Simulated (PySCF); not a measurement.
SMILES [OH][Sn]([Br])([Br])[Br] (HBr3OSn) at its B3LYP/def2-SVP optimised geometry (Å):

```
6

O     -1.0186     0.8972     0.0000
Sn    -0.5012    -1.0123     0.0000
Br    -1.3993    -2.1585    -2.0322
Br     1.9818    -1.0123     0.0000
Br    -1.3977    -2.1566     2.0338
H     -1.9818     1.0123     0.0107
```

Computed with B3LYP/def2-TZVP, def2 effective core potentials past Kr in PySCF 2.14.0. The core electrons that the potentials of Sn replace are not part of the density.

Map of the Laplacian of the electron density (e/bohr⁵) on the plane z = 1.0 Å:

```
|0000000000000000000000000000000|
|0000000000000000000000000000000|
|0000000000000000000000000000000|
|0000000000000000000000000000000|
|0000000000000000000000000000000|
|0000000000000000000000000000000|
|0000000000000000000000000000000|
|0000000000000000000000000000000|
|0000000000000000000000000000000|
|0000000000111000000000000000000|
|0000000001222100000000000000000|
|0000000012232110000000000000000|
|0000000012333210000000000000000|
|0000000011222110000000000000000|
|0000000001111110000000000000000|
|0000000000111110000000110000000|
|0000000000011211000011111100000|
|0000000000123442100112222100000|
|0000000000136873100112112110000|
|0000000001136984111122112210000|
|0000000011124653100112222110000|
|0000000111111221100111221100000|
|0000000121101111000011111000000|
|0000001121111110000000000000000|
|0000001122111100000000000000000|
|0000000112221100000000000000000|
|0000000011111000000000000000000|
|0000000000000000000000000000000|
|0000000000000000000000000000000|
|0000000000000000000000000000000|
|0000000000000000000000000000000|
```
Scale: ten equal steps from 0.000 (start of '0') to 0.405 (end of '9'), in the order '0123456789'; x runs from -4.00 to 4.00, y from -4.00 (bottom) to 4.00 (top).
